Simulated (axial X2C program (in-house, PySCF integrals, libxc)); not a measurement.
## Low determinants of InAs at the PBE0 level, 2c

Computed with an in-house relativistic program for diatomic molecules. Two-component (2c) means X2C with spin–orbit coupling and atomic mean-field two-electron Coulomb and Gaunt terms. Basis: In dyall-cv3z [11s12p9d4f1g], As dyall-cv3z [9s9p6d4f1g] (cores contracted in-house); Gaussian nuclei, density fitting, unrestricted open shells. Masses: In 114.904 u, As 74.922 u.

Search at 2.743 Å (vertical energies from the lowest determinant):

```csv
ΔE (eV),state,electrons beyond evenly filled partner blocks,"electrons in ±ω = 1/2, 3/2, 5/2, 7/2"
0.00,Ω = 1,"ω = -1/2, ω = 3/2",53 23 6 0
0.34,Ω = 2,"ω = 1/2, ω = 3/2",53 23 6 0
0.70,Ω = 0,none,54 22 6 0
0.73,Ω = 1,2 × ω = 1/2,52 24 6 0
0.90,Ω = 0,none,52 24 6 0
1.90,Ω = 3,2 × ω = 3/2,52 24 6 0
2.36,Ω = 0,"3 × ω = 1/2, ω = -3/2",53 23 6 0
```

Lowest determinant, Ω = 1 (⟨Sz⟩ = 1.00, ⟨Lz⟩ = 0.00 at PBE0): Re = 2.739 Å, ωe = 178.8 cm⁻¹.

The determinant in row 2 of the search, Ω = 2 (⟨Sz⟩ = 0.99, ⟨Lz⟩ = 1.01 at PBE0), was followed along the bond at PBE0; measured from the minimum of the lowest determinant it gives:

Te = 0.203 eV (1638 cm⁻¹), Re = 2.519 Å, ωe = 212.3 cm⁻¹.

(1) Compare the bond of the determinant in row 2 with that of the lowest one.

The search compares states at one distance, so a state with another bond length can lie lower; it is not exhaustive and yields mostly the lowest determinant of each block pattern, so other components and higher states of one pattern are missing. These are energies of single determinants, not of spin-adapted states; PBE0 term energies can be off by some tenths of an eV, and the functional has no current term. Open-shell Ω = 0 determinants with evenly filled partner blocks cannot be reached by this program, so the Ω shown need not be the lowest component. The lowest determinant need not be the ground state where others lie within half an eV.

## Answers

(1) At PBE0 its Re is 0.220 Å shorter and its force constant, which goes as ωe², is 1.41 times that of the lowest determinant. T0 ≈ Te + Δωe/2 = 1638 + (17) = 1655 cm⁻¹.
